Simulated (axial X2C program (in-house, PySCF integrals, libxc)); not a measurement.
## Potential curves of TiSi⁻, with spin–orbit coupling

Calculated with an axial X2C code built on PySCF integrals. Two-component (2c) means X2C with spin–orbit coupling and atomic mean-field two-electron Coulomb and Gaunt terms. Basis: Ti dyall-acv3z [11s11p7d4f2g], Si dyall-av3z [9s8p3d2f] (cores contracted in-house); Gaussian nuclei, density fitting, unrestricted open shells. Masses: Ti 47.948 u, Si 27.977 u.

State: Ω = 1/2 (⟨Sz⟩ = 0.50, ⟨Lz⟩ = 0.00 at PBE0). Energies in kJ/mol from the lowest point of each curve. Fits are polynomials in 1 − R0/R over 0.85 to 1.23 times the lowest point R0.

```csv
R (Å),PBE0
2.1194,15.35
2.1893,5.64
2.2591,1.03
2.3290,0.00
2.4105,1.99
2.4920,6.50
2.5968,15.09
```

Occupations by symmetry block were frozen at the best pattern of an incomplete PBE0 search. Density functionals use the spin component along the axis (collinear). Other states lie close and PBE0, whose exact exchange favours high spin, may order them wrongly; the determinant shown need not be the ground state. The nearest other 2c determinant of the search, Ω = 3/2, lies 0.16 eV up at the distance of the search. The determinant is spin-polarised beyond a pure state at some levels (its spin-free form has ⟨S²⟩ too high), which makes Re and μ there less reliable.

(1) Fit the PBE0 curve near its minimum: give the equilibrium distance and the harmonic wavenumber.

Answers

(1) At PBE0, 2c: Re = 2.319 Å, ωe ≈ 295 cm⁻¹; Be follows as 0.177 cm⁻¹.
